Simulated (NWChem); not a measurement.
System: C₃H₂F₂; SMILES FC=C=CF

The following NWChem deck was run.

```
start job
memory heap 200 mb stack 900 mb global 1100 mb
geometry units angstroms noautoz
  F     -2.203369    -0.176868     0.430100
  C     -1.255656     0.364232    -0.329146
  C      0.000000     0.000000    -0.289537
  C      1.255656    -0.364232    -0.329146
  F      2.203369     0.176868     0.430100
  H     -1.644166     1.149102    -0.988421
  H      1.644166    -1.149102    -0.988421
end
basis spherical
  F library def2-svp
  C library def2-svp
  H library def2-svp
end
dft
  xc xpbe96 cpbe96
  iterations 150
  mulliken
end
task dft energy
```

The geometry was optimised at PBE0/def2-SVP.

**Question.** Predict the main results of this run. (PBE/def2-SVP.) Quantities: energy (Ha); highest occupied level (eV); orbital gap (eV); dipole (D).

**Answer.** 
- energy (Ha): -314.54
- highest occupied level (eV): -6.61
- orbital gap (eV): 5.35
- dipole (D): 1.39
